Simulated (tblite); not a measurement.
Potential energy surface of H3Sn, doublet: map of symmetric stretch and umbrella angle. Scanned: Sn-H bond length and angle between the Sn-H bonds and the threefold axis (90 = planar).

Cartesian coordinates as functions of the variables (Å; names that start with a are angles):
```
Sn  0  0  0
H  r*sin(a)*cos(0*2*pi/3+0)  r*sin(a)*sin(0*2*pi/3+0)  0+r*cos(a)
H  r*sin(a)*cos(1*2*pi/3+0)  r*sin(a)*sin(1*2*pi/3+0)  0+r*cos(a)
H  r*sin(a)*cos(2*2*pi/3+0)  r*sin(a)*sin(2*2*pi/3+0)  0+r*cos(a)
```

Level of theory: GFN2-xTB, 300 K electronic temperature run with tblite.

Energy in kJ/mol above the lowest grid point; x is the Sn-H bond length (Å), y the angle between the Sn-H bonds and the threefold axis (90 = planar) (°).

| y \ x | 1.51 | 1.59 | 1.67 | 1.75 | 1.83 | 1.91 | 1.99 | 2.07 | 2.15 |
|---|---|---|---|---|---|---|---|---|---|
| 130 | 168.7 | 100.3 | 64.9 | 48.5 | 43.3 | 44.7 | 50.2 | 58.1 | 66.8 |
| 126 | 130.0 | 66.6 | 35.3 | 22.2 | 19.7 | 23.4 | 30.8 | 40.3 | 50.4 |
| 122 | 105.7 | 46.1 | 17.8 | 6.9 | 5.9 | 10.7 | 18.9 | 29.0 | 39.7 |
| 118 | 93.1 | 36.6 | 10.2 | 0.5 | 0.0 | 4.9 | 13.0 | 22.9 | 33.2 |
| 114 | 90.5 | 36.4 | 11.4 | 1.9 | 0.9 | 4.9 | 11.8 | 20.6 | 29.7 |
| 110 | 96.3 | 44.6 | 20.5 | 10.5 | 8.0 | 9.8 | 14.5 | 21.1 | 28.2 |
| 106 | 109.2 | 60.3 | 37.0 | 25.8 | 20.6 | 19.0 | 20.2 | 23.5 | 27.9 |
| 102 | 127.6 | 82.6 | 60.8 | 47.8 | 38.2 | 31.3 | 27.4 | 26.6 | 28.0 |
| 98 | 148.4 | 109.4 | 91.5 | 76.5 | 59.5 | 44.6 | 34.5 | 29.4 | 28.1 |
| 94 | 166.2 | 135.4 | 127.3 | 110.8 | 79.4 | 55.0 | 39.5 | 31.2 | 28.1 |
| 90 | 173.5 | 147.5 | 150.9 | 130.9 | 87.5 | 58.8 | 41.2 | 31.8 | 28.1 |

Points that lie below all their neighbours on the grid: x = 1.83, y = 118 (0.0 kJ/mol).
